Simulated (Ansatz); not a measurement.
Species: C$_{2}$H$_{3}$F$_{2}$, net charge 0, doublet state. It need not be the lowest isomer of its formula. SMILES: F[C](C)F
Geometry: optimised at B3LYP-D3(BJ)/def2-TZVP (Ansatz, an electronic-structure program).

Property: atomisation energy (electronic, to ground-state atoms), in kJ/mol. Valence correlation only, unless marked. UHF or UKS for open shells. No spin-orbit coupling. Non-relativistic. The coupled-cluster limit lacks core correlation, which all-electron functionals hold. Basis-set limits of correlation are two-point, X^-3; Hartree-Fock from the larger set (for Q and 5 zeta extrapolated as (X+1)exp(-9√X)).

```tsv
level	program	atomisation energy (kJ/mol)	minus last row
BLYP/def2-TZVPD	Ansatz	2641.3	7.1
r2SCAN/def2-TZVPD	Ansatz	2672.4	38.2
PBE0/def2-TZVPD	Ansatz	2663.3	29.1
RPA@PBE/cc-pVTZ	Ansatz	2410.1	-224.1
MP2/STO-3G	Ansatz	2427.5	-206.7
MP2/6-31G	Ansatz	2223.8	-410.4
RI-MP2/aug-cc-pVQZ	Ansatz	2686.6	52.4
RI-MP2/CBS(aug-cc-pVTZ,aug-cc-pVQZ)	Ansatz	2708.5	74.3
SCS-MP2/STO-3G	Ansatz	2441.4	-192.8
SCS-MP2/6-31G	Ansatz	2209.7	-424.5
CCSD/cc-pVTZ	Ansatz	2525.0	-109.2
CCSD(T)/aug-cc-pVDZ	Ansatz	2459.6	-174.6
CCSD(T)/cc-pVTZ	Ansatz	2568.0	-66.2
CCSD(T)/CBS(aug-cc-pVTZ,aug-cc-pVQZ)	Ansatz	2638.1	3.9
CCSD(T)/CBS(cc-pVQZ,cc-pV5Z)	Ansatz	2634.2	0.0
```
